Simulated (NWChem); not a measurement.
## A calculation on H$_{2}$O$_{2}$Zn

```xyz
5

Zn     0.0000     0.0000     0.0066
O      0.2139     1.7522    -0.0711
H     -0.4050     2.2528     0.4695
O     -0.2139    -1.7522    -0.0711
H      0.4050    -2.2528     0.4695
```
Charge 0, spin multiplicity 1.

Everything below was run with NWChem. All single points use one geometry, from PBE0/def2-SVP, a minimum by its harmonic frequencies. It is one conformer; others weren't searched.

Symmetry labels belong to the abelian group C2 used in the runs, with the axes of the coordinates shown; states degenerate in a higher group split over its labels.

The structure started from a generated list of species.

**Question.** List the lowest 4 singlet excitations that TD-PBE/def2-SVP gives, with oscillator strengths.

**Answer.** 
```csv
state,symmetry,energy (eV),wavelength (nm),f
1,b,4.59,270,0.009
2,a,4.72,263,0.011
3,b,5.87,211,0.079
4,a,6.05,205,0.018
```
